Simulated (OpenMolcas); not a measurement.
Ti3+ (d1) in a complex was computed by SS-CASPT2, IPEA 0.25 Eh, imaginary shift 0.1 Eh with the d shell active (OpenMolcas, ANO-RCC-VDZP on the metal). Its lowest spin-free states, and all those of the highest spin:

| 2S+1 | Degeneracy | E (cm-1) |
| --- | --- | --- |
| 2 | 2 | 0 |
| 2 | 1 | 740 |
| 2 | 2 | 15570 |

Problem. Is the site octahedral, tetrahedral or cube-like, axial, or of lower symmetry?

Solution. The states with 2S+1 = 2 have orbital degeneracies 2, 1, 2. There are pairs but no triples, so the site is axial: not cubic, but with a proper or improper axis of order three or more. The run had Ti3+ with 3 ligands (ammonia) in trigonal planar coordination (C3h) at 1.9 Å. Ligand basis ANO-RCC-VDZP.

An orbital doublet at a regular site is open to a Jahn-Teller distortion, which this geometry leaves out. The least metal-like active orbital is 79 % on the metal (Löwdin) and no ligand orbital is active, so the numbers are rough. Ligand-to-metal charge-transfer states are missing. No measured value stands beside these numbers; the geometry was imposed, not optimised, and the real ion may take another.
